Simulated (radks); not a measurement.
Results of a calculation; reference values are marked as such.
Problem. Spherical quantum dot in the effective-mass picture: electrons in a parabolic well V = omega^2 r^2 / 2 with omega = 0.35, all in effective atomic units (hartree* = m*/eps^2 hartree, bohr* = eps/m* bohr), one dielectric constant everywhere. Level of theory: non-relativistic Kohn-Sham, PBE, spin-polarised, spherical densities (a radial shooting solver with Libxc functionals). Levels are named by radial order and angular momentum (1s, 1p, 1d, 2s, ...), and open shells are averaged over m. At N = 7 the configuration is 1s2 1p(up 3, down 2). Does electron 8 go into 1p down or 1d up or 1d down?

Solution. Into 1p down. The total energies of the other choices lie higher by 0.191 hartree* (1d up), 0.206 hartree* (1d down).
